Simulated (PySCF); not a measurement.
# C₆ coefficients of unlike pairs at UHF

Calculated with PySCF 2.14 from the dipole response of each species, C₆(A,B) = (3/π) ∫ α_A(iu) α_B(iu) du, in atomic units, from isotropic polarisabilities. For ions this is the dispersion term alone; charge-induced terms of lower order in 1/R come first.

```
species                configuration                                                                                 basis      relativity  α (bohr³)  C₆ (like pair)
      O            [He] 2s2 2p4 (3P)                                                                aug-cc-pVTZ (5s4p3d2f)            none      4.602           13.53
    Al⁻            [Ne] 3s2 3p2 (3P)  aug-cc-pV(Q+d)Z with one added diffuse shell each of s, p, d, f, g type (8s7p6d4f3g)            none      532.8           10040
    Bi⁺  [Xe] 4f14 5d10 6s2 6p2 (3P)                  def2-QZVPPD with the def2 core potential (60 electrons) (8s6p5d4f1g)  core potential      27.64           260.3
      P            [Ne] 3s2 3p3 (4S)                                                                def2-TZVPPD (6s5p4d1f)            none      25.16           185.1
```

(1) Estimate C₆ for Al⁻ with O.

No spin-orbit coupling is included, so Bi⁺, close to jj coupling, stand for model states.

The other pairs:

```
    pair     C₆
  P, Bi⁺  217.4
Bi⁺, Al⁻   1095
    P, O  46.47
  Bi⁺, O  57.43
  P, Al⁻  977.7
```

## Answers

(1) The integral gives 199.7. The combination rule 2 C_A C_B / (C_A α_B/α_A + C_B α_A/α_B) gives 164.3 and the geometric mean 368.5.
